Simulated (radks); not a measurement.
Task: Species: La4+. Configuration: [Kr] 4d10 5s2 5p5. All-electron calculation, Dirac Kohn-Sham, LDA (Slater exchange, Perdew-Wang correlation), spin-unpolarised, spherical densities, point nucleus; open shells are shared between the two j in proportion to 2j + 1. Program: a radial shooting solver on a logarithmic mesh with Libxc functionals. Some entries of the table are withheld. Estimate them.

orbital,occ.,eigenvalue (eV),r(max) (bohr)
1s1/2,2,-38718.12,0.01609
2s1/2,2,-6194.576,0.09117
2p1/2,2,-5846.888,0.06951
2p3/2,4,-5434.279,0.07468
3s1/2,2,(1),0.2609
3p1/2,2,-1207.764,0.2474
3p3/2,4,-1127.380,0.2587
3d3/2,4,(2),0.2081
3d5/2,6,(3),0.2113
4s1/2,2,-303.4106,0.6084
4p1/2,2,-249.3472,0.6186
4p3/2,4,-232.0835,0.6431
4d3/2,4,-143.2631,0.6668
4d5/2,6,-140.2601,0.6748
5s1/2,2,-74.7597,1.390
5p1/2,1.66667,-59.2231,1.507
5p3/2,3.33333,-56.3180,1.567
4f5/2,0,-41.5925,0.7336
4f7/2,0,-41.2854,0.7382
6s1/2,0,-28.5535,3.009

Result: 
(1) 3s1/2 eigenvalue (eV): -1354.625
(2) 3d3/2 eigenvalue (eV): -869.2120
(3) 3d5/2 eigenvalue (eV): -851.9938
